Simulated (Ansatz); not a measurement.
C₂H₇FOSi₂ (`C=C[SiH2]O[SiH2]F`), 13 atoms. The species carries charge 0 and has multiplicity 1. All runs use 3 threads of an AMD EPYC 7R13 on a shared host and a share of an NVIDIA H100 80 GB. Correlated methods freeze the cores. Open-shell runs search over several starts.

**Question.** Give the basis size and wall time and peak host memory of each of these runs in Ansatz. RKS BLYP-D4/def2-TZVPP energy; RKS PBE0-D4/def2-TZVP frequencies; UHF-MP2/def2-QZVPP energy of the cation; RKS ωB97M-V/def2-SVP energy; RKS CAM-B3LYP-D4/def2-TZVPP energy; RHF-CCSD(T)/def2-TZVPP energy; UKS r2SCAN-D4/def2-TZVPP energy of the cation; RKS ωB97M-V/def2-QZVPP energy; UKS B3LYP-D4/def2-TZVPP energy of the cation; RKS B3LYP-D4/def2-TZVPP energy and forces; RHF-CCSD(T)/def2-SVP energy; UKS ωB97X-V/def2-TZVPP energy of the cation. (Estimate.)

**Answer.** Computed: Other jobs shared the machine, so times are rough.

```json
{"level": "RKS ωB97M-V/def2-SVP", "job": "energy", "functions": "127", "wall time": "1.4 s", "peak host memory (GiB)": "0.86"}
{"level": "RKS BLYP-D4/def2-TZVPP", "job": "energy", "functions": "306", "wall time": "2.3 s", "peak host memory (GiB)": "0.83"}
{"level": "RHF-CCSD(T)/def2-SVP", "job": "energy", "functions": "127", "wall time": "2.8 s", "peak host memory (GiB)": "0.79"}
{"level": "RKS ωB97M-V/def2-QZVPP", "job": "energy", "functions": "578", "wall time": "3 s", "peak host memory (GiB)": "1.2"}
{"level": "RKS CAM-B3LYP-D4/def2-TZVPP", "job": "energy", "functions": "306", "wall time": "3.1 s", "peak host memory (GiB)": "0.85"}
{"level": "RKS B3LYP-D4/def2-TZVPP", "job": "energy and forces", "functions": "306", "wall time": "3.1 s", "peak host memory (GiB)": "0.87"}
{"level": "UKS B3LYP-D4/def2-TZVPP", "job": "energy of the cation", "functions": "306", "wall time": "3.8 s", "peak host memory (GiB)": "0.91"}
{"level": "RHF-CCSD(T)/def2-TZVPP", "job": "energy", "functions": "306", "wall time": "6.5 s", "peak host memory (GiB)": "0.85"}
{"level": "UKS ωB97X-V/def2-TZVPP", "job": "energy of the cation", "functions": "306", "wall time": "7 s", "peak host memory (GiB)": "1.1"}
{"level": "UHF-MP2/def2-QZVPP", "job": "energy of the cation", "functions": "578", "wall time": "8 s", "peak host memory (GiB)": "1.3"}
{"level": "UKS r2SCAN-D4/def2-TZVPP", "job": "energy of the cation", "functions": "306", "wall time": "8 s", "peak host memory (GiB)": "0.96"}
{"level": "RKS PBE0-D4/def2-TZVP", "job": "frequencies", "functions": "240", "wall time": "79 s", "peak host memory (GiB)": "0.88"}
```

B3LYP here is the variant with VWN-RPA as its local correlation; programs differ in this.
